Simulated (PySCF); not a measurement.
Members of one series of related molecules.

All values: B3LYP/def2-SVPD (PySCF) at PBE0-D3(BJ)/def2-SVP geometries, gas phase, one conformer each. Core orbitals are frozen in the response; Δα² is half the sum of the squared differences of the principal polarisabilities. The calculation is non-relativistic, for germanium and selenium too.

(1) Rank by mean static polarisability, lowest first.
A. Se(eta1-allyl)2 (`C=CC[Se]CC=C`)
B. Se(GeH3)2 (`[GeH3][Se][GeH3]`)
C. Se(CF3)2 (`FC(F)(F)[Se]C(F)(F)F`)
D. SeMe2 (`C[Se]C`)

(2) Rank by HOMO–LUMO gap, lowest first.
A. Se(CF3)2 (`FC(F)(F)[Se]C(F)(F)F`)
B. Se(eta1-allyl)2 (`C=CC[Se]CC=C`)
C. SeMe2 (`C[Se]C`)

Answers

(1) D (8.34 Å³), C (8.64 Å³), B (14.21 Å³), A (16.65 Å³).

(2) B (5.14 eV), C (5.70 eV), A (6.08 eV).

All values together:

| SMILES | change | formula | μ (D) | HOMO (eV) | LUMO (eV) | α (Å³) | Δα (Å³) | electrons | α per electron (Å³) |
| --- | --- | --- | --- | --- | --- | --- | --- | --- | --- |
| C[Se]C | parent | C2H6Se | 1.49 | -5.81 | -0.11 | 8.34 | 2.01 | 52 | 0.160 |
| C=CC[Se]CC=C | ligand (both): Me to s-allyl | C6H10Se | 1.50 | -5.93 | -0.79 | 16.65 | 12.03 | 80 | 0.208 |
| [GeH3][Se][GeH3] | ligand (both): Me to GeH3 | Ge2H6Se | 1.12 | -6.61 | -0.84 | 14.21 | 4.86 | 104 | 0.137 |
| FC(F)(F)[Se]C(F)(F)F | ligand (both): Me to CF3 | C2F6Se | 1.07 | -7.88 | -1.80 | 8.64 | 2.10 | 100 | 0.086 |

Conformers: `C=CC[Se]CC=C`.

Give the shifts from the parent, `C[Se]C`.

```csv
SMILES,change in μ (D),change in HOMO (eV),change in LUMO (eV),change in mean α (Å³)
C=CC[Se]CC=C,+0.01,-0.12,-0.68,+8.31
[GeH3][Se][GeH3],-0.37,-0.80,-0.73,+5.87
FC(F)(F)[Se]C(F)(F)F,-0.42,-2.07,-1.69,+0.30
```
